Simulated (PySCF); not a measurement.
**Electron correlation in I³⁺ (iodine, charge +3)**

[Kr] 4d10 5s2 5p2, high-spin 3P determinant. All numbers are calculated (PySCF 2.14, a scalar-relativistic core potential, in cc-pVDZ-PP with ECP28MDF). Frozen: 4s2 4p6 4d10; 4 electrons correlated.

MP2 pair energies summed by pair of shells (mhartree):

| pair | energy | share (%) |
| --- | --- | --- |
| 5s-5p | -22.28 | 61.6 |
| 5s-5s | -10.32 | 28.5 |
| 5p-5p | -3.57 | 9.9 |

Total MP2 correlation energy: -36.16 mhartree.

Same-spin part -5.66 and opposite-spin part -30.50 mhartree; SCS-MP2 scales them by 1/3 and 6/5 to -38.49 mhartree.

| level | correlation energy (mhartree) |
| --- | --- |
| CCSD | -50.00 |
| (T) | -0.39 |
| CCSD(T) | -50.39 |

Diagnostics: T1 = 0.0054, D1 = 0.0146, largest double amplitude 0.092.

Task: Is a single reference adequate?

Result: Mostly. T1 lies below 0.03, but a double amplitude of this size points to a near-degeneracy that CCSD handles and MP2 describes poorly.
